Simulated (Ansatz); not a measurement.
CH₆Cl₂O₂Si₂ (`CO[Si@H](Cl)[Si@H](O)Cl`). The species carries charge 0 and has multiplicity 1.

| atom | x (Å) | y (Å) | z (Å) |
| --- | --- | --- | --- |
| C1 | 0.8973 | -1.4495 | -1.5829 |
| O2 | 0.1502 | -0.5670 | -0.7666 |
| Si3 | 0.6991 | 0.1063 | 0.6217 |
| Cl4 | 1.0418 | -1.3485 | 2.0463 |
| Si5 | -1.1089 | 1.4668 | 1.2218 |
| O6 | -2.4745 | 0.7613 | 0.6603 |
| Cl7 | -0.7712 | 3.2973 | 0.3302 |
| H8 | 1.8804 | -1.0305 | -1.8215 |
| H9 | 1.0326 | -2.4143 | -1.0863 |
| H10 | 0.3456 | -1.6020 | -2.5110 |
| H11 | 2.0115 | 0.7662 | 0.4030 |
| H12 | -1.3097 | 1.7136 | 2.6639 |
| H13 | -2.3940 | 0.3003 | -0.1789 |

Task: Give the diagnostics of a CCSD(T)/def2-TZVPP run (frozen core, Ansatz 0.2.0). (An estimate is asked.)

Result: Ansatz gave: T1 = 0.0113, largest single amplitude 0.018, largest double 0.017, (T) share of the correlation energy 3.8 %, 9 CCSD cycles. The RHF solution is stable towards an unrestricted one. T1 lies under the customary mark of 0.02 for closed shells.
